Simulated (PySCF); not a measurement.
C2H9Al2NO2 (SMILES [CH3][Al]([CH3])[NH][Al]([OH])[OH]), singlet, geometry from GFN2-xTB (such geometries of metal compounds can be far from the true shape); CASSCF(2,3)/STO-3G run with PySCF.

The PySCF input:
```python
from pyscf import gto, scf, mcscf
import numpy

mol = gto.Mole()
mol.atom = '''
    Al   -1.658303   -0.223998    0.040461
    C    -2.937151   -1.673720    0.531066
    C    -2.150909    1.587389   -0.630361
    N     0.088747   -0.621116    0.230225
    Al    1.722267    0.117512    0.001126
    O     3.000493   -0.854495    0.387182
    O     1.961254    1.659980   -0.555562
    H    -2.818324   -1.996786    1.570117
    H    -2.803924   -2.568471   -0.085167
    H    -3.976281   -1.356409    0.411832
    H    -1.728120    1.771234   -1.623566
    H    -1.753550    2.373154    0.020555
    H    -3.230642    1.745546   -0.705347
    H     0.241623   -1.565867    0.577878
    H     3.922752   -1.042112    0.478145
    H     1.528082    2.445945   -0.853845
'''
mol.basis = 'sto-3g'
mol.charge = 0
mol.spin = 0
mol.verbose = 4
mol.build()

mf = scf.RHF(mol)
mf.kernel()
mc = mcscf.CASSCF(mf, 3, 2)
mc.fix_spin_(ss=0.0)
mc.kernel()
occ = numpy.linalg.eigvalsh(mc.fcisolver.make_rdm1(mc.ci, mc.ncas, mc.nelecas))[::-1]
ss = mc.fcisolver.spin_square(mc.ci, mc.ncas, mc.nelecas)[0]
print('natural occupations', occ.round(4), ' <S^2>', round(ss, 4))
```

Output, abridged:

```
PySCF version 2.14.0

[INPUT] verbose = 4
[INPUT] num. atoms = 16
[INPUT] num. electrons = 70
[INPUT] charge = 0
[INPUT] spin (= nelec alpha-beta = 2S) = 0
[INPUT] symmetry False subgroup None
[INPUT] Mole.unit = angstrom
[INPUT] Symbol           X                Y                Z      unit          X                Y                Z       unit  Magmom
[...]
nuclear repulsion = 404.732431129168
number of shells = 34
number of NR pGTOs = 156
number of NR cGTOs = 52
basis = sto-3g
ecp = {}

******** <class 'pyscf.scf.hf.RHF'> ********
method = RHF
initial guess = minao
damping factor = 0
level_shift factor = 0
DIIS = <class 'pyscf.scf.diis.CDIIS'>
diis_start_cycle = 1
diis_space = 8
diis_damp = 0
SCF conv_tol = 1e-09
SCF conv_tol_grad = None
SCF max_cycles = 50
direct_scf = True
direct_scf_tol = 1e-13
Set gradient conv threshold to 3.16228e-05
Initial guess from minao.
init E= -759.678621384686
[...]
cycle= 1 E= -759.462916707364  delta_E= 0.216  |g|= 0.731  |ddm|= 4.72
[...]
cycle= 2 E= -759.647787014236  delta_E= -0.185  |g|= 0.182  |ddm|= 1.23
[...]
cycle= 3 E= -759.65927871775  delta_E= -0.0115  |g|= 0.0442  |ddm|= 0.293
[...]
cycle= 4 E= -759.660040496315  delta_E= -0.000762  |g|= 0.00988  |ddm|= 0.079
[...]
cycle= 5 E= -759.660088617148  delta_E= -4.81e-05  |g|= 0.00148  |ddm|= 0.0205
[...]
cycle= 6 E= -759.660090093155  delta_E= -1.48e-06  |g|= 0.000411  |ddm|= 0.00356
[...]
cycle= 7 E= -759.660090256064  delta_E= -1.63e-07  |g|= 7.97e-05  |ddm|= 0.00143
[...]
cycle= 8 E= -759.660090261603  delta_E= -5.54e-09  |g|= 2.05e-05  |ddm|= 0.000247
[...]
cycle= 9 E= -759.66009026196  delta_E= -3.56e-10  |g|= 3.88e-06  |ddm|= 6.46e-05
[...]
Extra cycle  E= -759.660090261971  delta_E= -1.11e-11  |g|= 1.51e-06  |ddm|= 8.3e-06
converged SCF energy = -759.660090261971

******** <class 'pyscf.mcscf.mc1step.CASSCF'> ********
CAS (1e+1e, 3o), ncore = 34, nvir = 15
max_cycle_macro = 50
max_cycle_micro = 4
conv_tol = 1e-07
conv_tol_grad = None
orbital rotation max_stepsize = 0.02
orbital rotation threshold for CI restart = 0.01
augmented hessian ah_max_cycle = 30
augmented hessian ah_conv_tol = 1e-12
augmented hessian ah_linear dependence = 1e-14
augmented hessian ah_level shift = 1e-08
augmented hessian ah_start_tol = 2.5
augmented hessian ah_start_cycle = 3
augmented hessian ah_grad_trust_region = 3
kf_trust_region = 3
kf_interval = 4
ci_response_space = 4
ci_grad_trust_region = 3
with_dep4 0
natorb = False
canonicalization = True
sorting_mo_energy = False
ao2mo_level = 2
internal_rotation = False
******** <class 'pyscf.fci.addons.SpinPenaltyFCISolver'> ********
max. cycles = 50
conv_tol = 1e-08
davidson only = True
linear dependence = 1e-12
level shift = 0.001
max iter space = 12
nroots = 1
pspace_size = 400
spin = None
CASCI E = -759.660777453247  S^2 = 0.0000000
Set conv_tol_grad to 0.000316228
macro iter   1 ( 21 JK    4 micro), CASSCF E = -759.661597336432  dE = -8.19883186e-04  S^2 = 0.0000000
               |grad[o]|=0.00264  |grad[c]|=0.0124  |ddm|=0.00622  |maxRot[o]|=0.273
macro iter   2 ( 21 JK    4 micro), CASSCF E = -759.662459534036  dE = -8.62197604e-04  S^2 = 0.0000000
               |grad[o]|=0.00566  |grad[c]|=0.025  |ddm|=0.0122  |maxRot[o]|=0.147
macro iter   3 ( 21 JK    4 micro), CASSCF E = -759.663034394973  dE = -5.74860936e-04  S^2 = 0.0000000
               |grad[o]|=0.00745  |grad[c]|=0.0202  |ddm|=0.0132  |maxRot[o]|=0.0835
macro iter   4 ( 21 JK    4 micro), CASSCF E = -759.663469888814  dE = -4.35493841e-04  S^2 = 0.0000000
               |grad[o]|=0.00736  |grad[c]|=0.0217  |ddm|=0.0168  |maxRot[o]|=0.0596
macro iter   5 ( 21 JK    4 micro), CASSCF E = -759.663776407525  dE = -3.06518711e-04  S^2 = 0.0000000
               |grad[o]|=0.00679  |grad[c]|=0.0225  |ddm|=0.0186  |maxRot[o]|=0.0473
macro iter   6 ( 21 JK    4 micro), CASSCF E = -759.664013568801  dE = -2.37161277e-04  S^2 = 0.0000000
               |grad[o]|=0.00612  |grad[c]|=0.0257  |ddm|=0.022  |maxRot[o]|=0.047
[...]
macro iter  27 ( 21 JK    4 micro), CASSCF E = -759.669721578192  dE = -4.74739281e-04  S^2 = 0.0000000
               |grad[o]|=0.00421  |grad[c]|=0.0101  |ddm|=0.00623  |maxRot[o]|=0.0478
macro iter  28 ( 12 JK    3 micro), CASSCF E = -759.670412526939  dE = -6.90948747e-04  S^2 = 0.0000000
               |grad[o]|=0.00378  |grad[c]|=0.0129  |ddm|=0.00794  |maxRot[o]|=0.0818
macro iter  29 ( 21 JK    4 micro), CASSCF E = -759.670462168750  dE = -4.96418106e-05  S^2 = 0.0000000
               |grad[o]|=0.00285  |grad[c]|=0.00757  |ddm|=0.0042  |maxRot[o]|=0.0196
macro iter  30 ( 21 JK    4 micro), CASSCF E = -759.670464654567  dE = -2.48581648e-06  S^2 = 0.0000000
               |grad[o]|=0.00265  |grad[c]|=0.0101  |ddm|=0.0059  |maxRot[o]|=0.00724
macro iter  31 ( 21 JK    4 micro), CASSCF E = -759.670462991936  dE =  1.66263021e-06  S^2 = 0.0000000
               |grad[o]|=0.00271  |grad[c]|=0.0113  |ddm|=0.00655  |maxRot[o]|=0.00778
macro iter  32 ( 20 JK    4 micro), CASSCF E = -759.670808230066  dE = -3.45238129e-04  S^2 = 0.0000000
               |grad[o]|=0.00281  |grad[c]|=0.00361  |ddm|=0.00206  |maxRot[o]|=0.0583
macro iter  33 ( 20 JK    4 micro), CASSCF E = -759.670876735875  dE = -6.85058091e-05  S^2 = 0.0000000
               |grad[o]|=0.00194  |grad[c]|=0.00608  |ddm|=0.00344  |maxRot[o]|=0.0136
macro iter  34 ( 21 JK    4 micro), CASSCF E = -759.670880399644  dE = -3.66376958e-06  S^2 = 0.0000000
               |grad[o]|=0.00172  |grad[c]|=0.00729  |ddm|=0.00412  |maxRot[o]|=0.00731
macro iter  35 ( 21 JK    4 micro), CASSCF E = -759.670880485115  dE = -8.54710152e-08  S^2 = 0.0000000
               |grad[o]|=0.00175  |grad[c]|=0.00966  |ddm|=0.00547  |maxRot[o]|=0.0103
macro iter  36 ( 21 JK    4 micro), CASSCF E = -759.671034818861  dE = -1.54333746e-04  S^2 = 0.0000000
               |grad[o]|=0.00184  |grad[c]|=0.00113  |ddm|=0.000512  |maxRot[o]|=0.0409
macro iter  37 ( 21 JK    4 micro), CASSCF E = -759.671041404669  dE = -6.58580814e-06  S^2 = 0.0000000
               |grad[o]|=0.00118  |grad[c]|=0.00367  |ddm|=0.00199  |maxRot[o]|=0.00608
macro iter  38 ( 21 JK    4 micro), CASSCF E = -759.671041828348  dE = -4.23678671e-07  S^2 = 0.0000000
               |grad[o]|=0.00113  |grad[c]|=0.00689  |ddm|=0.00385  |maxRot[o]|=0.00798
macro iter  39 (  7 JK    2 micro), CASSCF E = -759.671151546383  dE = -1.09718035e-04  S^2 = 0.0000000
               |grad[o]|=0.00119  |grad[c]|=0.00686  |ddm|=0.00401  |maxRot[o]|=0.0589
macro iter  40 ( 14 JK    4 micro), CASSCF E = -759.671149126500  dE =  2.41988266e-06  S^2 = 0.0000000
               |grad[o]|=0.00035  |grad[c]|=0.00127  |ddm|=0.000643  |maxRot[o]|=0.00902
macro iter  41 ( 18 JK    4 micro), CASSCF E = -759.671153803185  dE = -4.67668531e-06  S^2 = 0.0000000
               |grad[o]|=0.00041  |grad[c]|=0.00116  |ddm|=0.000621  |maxRot[o]|=0.00734
macro iter  42 ( 13 JK    4 micro), CASSCF E = -759.671154740758  dE = -9.37572736e-07  S^2 = 0.0000000
               |grad[o]|=0.000355  |grad[c]|=0.000982  |ddm|=0.000469  |maxRot[o]|=0.00413
macro iter  43 ( 10 JK    3 micro), CASSCF E = -759.671163251253  dE = -8.51049481e-06  S^2 = 0.0000000
               |grad[o]|=0.000324  |grad[c]|=0.00106  |ddm|=0.000524  |maxRot[o]|=0.0213
macro iter  44 (  7 JK    1 micro), CASSCF E = -759.671163405027  dE = -1.53774408e-07  S^2 = 0.0000000
               |grad[o]|=6.88e-05  |grad[c]|=0.000271  |ddm|=7.09e-05  |maxRot[o]|=0.00274
macro iter  45 (  3 JK    1 micro), CASSCF E = -759.671163441823  dE = -3.67958819e-08  S^2 = 0.0000000
               |grad[o]|=3.26e-05  |grad[c]|=0.000135  |ddm|=2.73e-05  |maxRot[o]|=0.000998
1-step CASSCF converged in  45 macro (850 JK 169 micro) steps
CASSCF canonicalization
Density matrix diagonal elements [1.98441179 0.00890792 0.00668028]
CASSCF energy = -759.671163441823
CASCI E = -759.671163441823  E(CI) = -1.49525044025233  S^2 = 0.0000000
natural occupations [1.9851e+00 1.3900e-02 1.0000e-03]  <S^2> 0.0
```
